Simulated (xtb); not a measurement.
C$_{2}$H$_{4}$Cl, doublet, at a GFN2-xTB geometry; GFN0-xTB in xtb.

The xtb input:
```
$ xtb mol.xyz --gfn 0 --uhf 1 --json

# file mol.xyz
7

C      0.18280234     0.89727093    -0.01314254
C      1.56614457     0.54964169    -0.02607444
Cl    -0.84113747    -0.71148995     0.01905025
H     -0.15549474     1.39958190     0.88815355
H     -0.17787732     1.37769136    -0.91768786
H      2.08091596     0.32944165     0.89042765
H      2.05811157     0.30713857    -0.94944568
```

What the program printed (banner, timings and long lists left out):

```
   ID    Z sym.   atoms
    1    6 C      1, 2
    2   17 Cl     3
    3    1 H      4-7

           -------------------------------------------------
          |                Calculation Setup                |
           -------------------------------------------------

           -------------------------------------------------
          |                 G F N 0 - x T B                 |
           -------------------------------------------------

          ...................................................
          :                      SETUP                      :
          :.................................................:
          :  # basis functions                  26          :
          :  # atomic orbitals                  25          :
          :  # shells                           15          :
          :  # electrons                        19          :
          :  electronic temp.          300.0000000     K    :
          :  accuracy                    1.0000000          :
          :  -> integral cutoff          0.2500000E+02      :
          :  -> integral neglect         0.1000000E-07      :
          ...................................................

         :::::::::::::::::::::::::::::::::::::::::::::::::::::
         ::                     SUMMARY                     ::
         :::::::::::::::::::::::::::::::::::::::::::::::::::::
         :: total energy             -10.663845388139 Eh    ::
         :: gradient norm              0.010307246746 Eh/a0 ::
         :: HOMO-LUMO gap              3.824099009295 eV    ::
         ::.................................................::
         :: H0 energy                -10.749361992637 Eh    ::
         :: repulsion energy           0.108851717351 Eh    ::
         :: electrostat energy        -0.022123081022 Eh    ::
         :: -> Gsolv                   0.000000000000 Eh    ::
         ::    -> Gsasa                0.000000000000 Eh    ::
         ::    -> Gshift               0.000000000000 Eh    ::
         :: dispersion energy         -0.001212031831 Eh    ::
         :: short-range corr.          0.000000000000 Eh    ::
         :: add. restraining           0.000000000000 Eh    ::
         :: total charge               0.000000000000 e     ::
         :::::::::::::::::::::::::::::::::::::::::::::::::::::

           -------------------------------------------------
          |                Property Printout                |
[...]
        20                          0.0489691               1.3325
        21                          0.1696960               4.6177
       ...                                ...                  ...
        25                          0.4666439              12.6980
      -------------------------------------------------------------
                  HL-Gap            0.1405331 Eh            3.8241 eV
             Fermi-level            0.0000000 Eh            0.0000 eV

     #   Z          covCN         q      C6AA      α(0)
     1   6 C        3.697     0.048    22.274     6.829
     2   6 C        2.863    -0.386    41.401    10.513
     3  17 Cl       0.898    -0.210   103.729    15.569
     4   1 H        0.925     0.089     1.890     2.150
     5   1 H        0.925     0.089     1.890     2.150
     6   1 H        0.926     0.185     1.177     1.696
     7   1 H        0.926     0.185     1.177     1.696

 Mol. C6AA /au·bohr⁶  :        688.576153
 Mol. C8AA /au·bohr⁸  :      20388.999951
 Mol. α(0) /au        :         40.603283

Wiberg/Mayer (AO) data.
largest (>0.10) Wiberg bond orders for each atom

 ---------------------------------------------------------------------------
     #   Z sym  total        # sym  WBO       # sym  WBO       # sym  WBO
 ---------------------------------------------------------------------------
     1   6 C    3.934 --     2 C    1.232     5 H    0.971     4 H    0.971
                             3 Cl   0.765
     2   6 C    3.394 --     1 C    1.232     6 H    0.985     7 H    0.985
                             3 Cl   0.183
     3  17 Cl   0.977 --     1 C    0.765     2 C    0.183
     4   1 H    0.995 --     1 C    0.971
     5   1 H    0.995 --     1 C    0.971
     6   1 H    0.989 --     2 C    0.985
     7   1 H    0.989 --     2 C    0.985
 ---------------------------------------------------------------------------

Topologies differ in total number of bonds
Writing topology from bond orders to xtbtopo.mol

 dipole moment from electron density (au)
     X       Y       Z
   0.5636   0.6966  -0.0154  total (Debye):    2.278

           -------------------------------------------------
          | TOTAL ENERGY              -10.663845388139 Eh   |
          | GRADIENT NORM               0.010307246746 Eh/α |
          | HOMO-LUMO GAP               3.824099009295 eV   |
           -------------------------------------------------

normal termination of xtb
```
